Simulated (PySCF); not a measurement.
Compounds:
1. `FC1(F)C=C(CCC)C1`, C7H10F2
2. `C#C[Si@@H](C)NC(=O)[SiH3]`, C4H9NOSi2
3. `C(=C(/C=N\[H])C=O)/[SiH2][SiH3]`, C4H9NOSi2
4. SMILES C[C@@]1(F)C=C[C@@H](F)CC1, C7H10F2
5. `CN([Si@@H](C=C)O[SiH2]N)C`, C4H14N2OSi2
6. `InChI=1S/C4H14N2OSi2/c1-4-9(5,7-8)6(2)3/h4H,1,5H2,2-3,8H3/t9-/m1/s1`

One averaged value for each set of equivalent atoms, relativity neglected, no solvent, a single conformation. Structure optimised with GFN2-xTB; PBE0/pcSseg-1 with gauge-including orbitals; PySCF 2.14.0 with density-fitted response routines.

Chemical shifts δ = σref − σ; ¹H (σ = 31.72 ppm) and ¹³C (σ = 186.93 ppm) against TMS, all at this level. Acid and N–H amide carbonyl carbons lie up to 10 ppm further downfield in solution (hydrogen bonding). Shifts are as computed. Against solution values, carbons near 30 ppm lie about +3 ppm off and those near 130 ppm about +5 ppm. Of 1309 compounds with measured shifts, 239 miss one by over three times the rms of a fit or turn the order of signals round; such compounds aren't used in these exercises. OH and NH positions are gas-phase values without hydrogen bonding to other molecules.

(1) Which show a ¹³C signal below 10 ppm?

(2) Which show a ¹³C signal between 160 and 185 ppm?

(3) Which show a ¹³C signal above 185 ppm?

(4) Which give exactly 3 ¹³C signals?

Results:

(1) 2 (0.2: methyl carbon bonded to Si).

(2) 1 (166.3: fully substituted alkene carbon); 3 (169.3, 166.7: β carbon of a C=C–C=O unit, C=N carbon).

(3) 2 (190.5: carbonyl carbon); 3 (200.8: aldehyde carbonyl carbon).

(4) 5 (δ 145.5, 142.5, 37.5); 6 (δ 145.9, 142.7, 39.0).
